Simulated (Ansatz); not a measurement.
`[NH2][GaH][Br]`, charge 0, multiplicity 1.

**Question.** Give a relaxed structure at PBE0-D4/def2-TZVP (the Gaussian-basis code of Ansatz). (An estimate is asked.)

**Answer.** The calculation gave: 
Z-matrix (Å, degrees):
```
N
Ga 1 1.800
H 1 1.006 2 123.0
H 1 1.005 2 124.2 3 180.0
Br 2 2.293 1 113.9 3 0.0
H 2 1.547 1 125.6 3 -180.0
```
Point group Cs.
